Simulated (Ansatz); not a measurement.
`C[O][In]([F])[F]` + H–F → `[F][In]([F])[F]` + CH₃OH at 400 K and 1 bar (ligand exchange at the In–O bond).

Program: Ansatz. Geometries: PBE0-D4/def2-TZVP. ΔE: electronic, gas phase. CCSD(T)/CBS is the MP2 limit (def2-TZVPP, def2-QZVPP) plus CCSD(T) − MP2 in def2-TZVPP, frozen cores. This one scheme is used for every species. Elements past krypton have def2 core potentials. For In outer-core shells are correlated without core-valence functions, which leaves a few kJ/mol of doubt a bond. Each species was taken in one conformer, which may not be the lowest.

| species | CCSD(T)/CBS energy (Eh) | H − E (kJ/mol) | S (J/(mol·K)) |
| --- | --- | --- | --- |
| `C[O][In]([F])[F]` | -504.48097 | 150.4 | 412.4 |
| H–F | -100.39570 | 36.5 | 182.2 |
| `[F][In]([F])[F]` | -489.26665 | 37.3 | 331.1 |
| CH₃OH | -115.61712 | 151.2 | 252.6 |

H − E and S are ideal-gas, rigid-rotor, harmonic terms from PBE0-D4/def2-TZVP, for one conformer and one mirror image of each species. 1 Eh = 2625.50 kJ/mol, R = 8.31446 J/(mol·K).

**Question.** By hand: ΔE, ΔH, ΔS and ΔG.

**Answer.** ΔE = (-489.26665) + (-115.61712) − (-504.48097) − (-100.39570) = -0.00710 Eh = -18.6 kJ/mol. Δ(H − E) = 37.3 + 151.2 − 150.4 − 36.5 = 1.6, so ΔH = -17.0 kJ/mol. ΔS = 331.1 + 252.6 − 412.4 − 182.2 = -10.9 J/(mol·K). ΔG = -17.0 − 400 × (-10.9)/1000 = -12.6 kJ/mol.

**Question.** By hand: the equilibrium constant, and the temperature at which ΔG would vanish if ΔH and ΔS stayed fixed.

**Answer.** log₁₀ K = −ΔG/(RT ln 10) = 1.6. ΔG = 0 at ΔH/ΔS = 1560 K, though so small a ΔS makes that figure unsure.

The number of gas molecules stays the same, so ΔS is small and ΔH decides. A doubt of 5 kJ/mol in ΔE shifts log₁₀ K by 0.7 here. Other conformers and mirror images would add mixing entropy, several J/(mol·K) or more a flexible species. Modes under 60 cm⁻¹, often nearly free rotors, make the harmonic entropy too high. These are equilibria of isolated gas molecules and say nothing of rates. Largest T1 diagnostic: 0.018 (customary marks: 0.02 for closed shells, 0.045 for open ones).
